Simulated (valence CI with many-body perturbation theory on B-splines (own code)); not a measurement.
## Rh⁶⁺: magnetic and hyperfine properties of the levels

Calculated by relativistic CI+MBPT: three valence electrons over a frozen Dirac-Fock core [Kr], a basis of 9 s, 9 p, 10 d, 8 f, 5 g, 3 h, 1 i functions for each j, with the one-electron correlation potential Σ1, the two-electron term Σ2, the three-electron term Σ3, Breit, model QED; selected CI, second order for the rest, scaled by the run's own slope (own B-spline code, finite nucleus).

No measured spectrum was set against this ion. As an estimate, terms of the open shell hold to 2 to 4 % of their energy, and close levels can change places; different configurations can be misplaced against each other by 1,000 to 8,000 cm⁻¹. Core correlation moves these levels by up to 18000 cm⁻¹, and in measured spectra 5 to 20 % of such shifts remained as error; rates that hang on mixing are uncertain with them. The list stops below the first excitations out of the core.

A/g_I is the dipole constant over the nuclear g factor μ/I (μ in nuclear magnetons, uniformly magnetised nucleus), B/Q the quadrupole constant per barn. Both hold the static response of the core; the bare values leave it out. Large factors of s and p1/2 electrons are usually good to 5 to 10 %; those of open d and f shells near neutrality can be off by tens of per cent, and small factors of p3/2, d and f electrons come from cancelling terms and can be off by a factor of two or in sign, in half-filled shells by more. B is blank for J = 1/2, where it vanishes, and for nearly pure S terms. Energies count from the lowest level.

Names give the largest LS component (configuration and term), which can be under half, so a name can repeat, a term be missing and a line seem to break the LS rules; names also repeat where a configuration has a term twice. Letters in brackets count levels of one name in rising energy.

| Level | E (eV) | g | A/g_I (MHz) | A/g_I bare | B/Q (MHz/b) | B/Q bare |
| --- | --- | --- | --- | --- | --- | --- |
| 4d3 4F_3/2 | 0.000 | 0.410 | 1840 | 1360 | -364 | -333 |
| 4d3 4F_5/2 | 0.239 | 1.030 | 801 | 818 | -348 | -323 |
| 4d3 4F_7/2 | 0.520 | 1.233 | 489 | 672 | -449 | -419 |
| 4d3 4F_9/2 | 0.813 | 1.322 | 398 | 657 | -609 | -570 |
| 4d3 4P_3/2 | 1.909 | 1.609 | 143 | 655 | -711 | -657 |
| 4d3 4P_1/2 | 1.944 | 2.481 | -1970 | -808 |  |  |
| 4d3 2G_7/2 | 2.197 | 0.895 | 1070 | 980 | 556 | 511 |
| 4d3 4P_5/2 | 2.311 | 1.592 | -213 | 252 | 925 | 847 |
| 4d3 2G_9/2 | 2.315 | 1.047 | 844 | 882 | 1150 | 1050 |
| 4d3 2D_3/2 [a] | 2.790 | 1.115 | 782 | 879 | -929 | -855 |
| 4d3 2P_1/2 | 2.931 | 0.855 | 250 | 52.1 |  |  |
| 4d3 2H_11/2 | 3.057 | 1.091 | 749 | 820 | 2040 | 1870 |
| 4d3 2H_9/2 | 3.079 | 0.984 | 783 | 755 | 1190 | 1100 |
| 4d3 2D_5/2 [a] | 3.367 | 1.204 | 560 | 720 | -629 | -576 |
| 4d3 2P_3/2 | 3.599 | 1.131 | 596 | 694 | 105 | 105 |
| 4d3 2F_7/2 | 4.604 | 1.141 | 698 | 813 | 611 | 561 |
| 4d3 2F_5/2 | 4.673 | 0.864 | 925 | 798 | 880 | 806 |
| 4d3 2D_5/2 [b] | 7.206 | 1.195 | 474 | 621 | 1330 | 1230 |
| 4d3 2D_3/2 [b] | 7.264 | 0.800 | 1470 | 1330 | 1200 | 1110 |
| 4d2 5s 4F_3/2 | 25.492 | 0.408 | -2430 | -2250 | 304 | 283 |
| 4d2 5s 4F_5/2 | 25.681 | 1.025 | 2830 | 2610 | 294 | 271 |
| 4d2 5s 4F_7/2 | 26.001 | 1.236 | 3060 | 2890 | 463 | 422 |
| 4d2 5s 4F_9/2 | 26.378 | 1.331 | 2920 | 2810 | 743 | 677 |
| 4d2 5s 2F_5/2 | 26.751 | 0.881 | 733 | 704 | 547 | 511 |
| 4d2 5s 2F_7/2 | 27.336 | 1.138 | -983 | -670 | 773 | 713 |
| 4d2 5s 4P_1/2 | 27.519 | 2.649 | 13500 | 12700 |  |  |
| 4d2 5s 4P_5/2 | 27.607 | 1.419 | 4790 | 4490 | -756 | -707 |
| 4d2 5s 4P_3/2 | 27.636 | 1.584 | 3400 | 3300 | 672 | 614 |
| 4d2 5s 2D_3/2 | 27.936 | 0.989 | -706 | -513 | -351 | -328 |
| 4d2 5s 2D_5/2 | 28.306 | 1.360 | 4790 | 4440 | -772 | -715 |
| 4d2 5s 2P_1/2 | 28.621 | 0.690 | 720 | 430 |  |  |
| 4d2 5s 2G_9/2 | 28.715 | 1.113 | 3230 | 2970 | 2810 | 2610 |
| 4d2 5s 2G_7/2 | 28.737 | 0.896 | -1430 | -1180 | 2540 | 2350 |
| 4d2 5s 2P_3/2 | 29.001 | 1.284 | -2890 | -2250 | -924 | -861 |
| 4d2 5s 2S_1/2 | 32.534 | 1.998 | 21800 | 19500 |  |  |
| 4d2 5p 4G°_5/2 | 35.188 | 0.653 | 2480 | 2170 | 755 | 671 |
| 4d2 5p 4F°_3/2 | 35.557 | 0.569 | 1100 | 896 | -32.6 | -3.72 |
| 4d2 5p 4G°_7/2 | 35.732 | 1.015 | 1470 | 1410 | 649 | 586 |
| 4d2 5p 4F°_5/2 | 35.908 | 1.092 | 342 | 478 | -4.39 | 17.3 |
| 4d2 5p 4G°_9/2 | 36.287 | 1.197 | 1020 | 1080 | 411 | 396 |

**Question.** Take the isotope of mass number 103, with I = 1/2, μ = -0.08829 μN. What is the hyperfine structure of 4d3 4F_3/2?

**Answer.** From the table A = -325 MHz. Shifts from the centre of gravity in MHz: F = 1: 406, F = 2: -244.
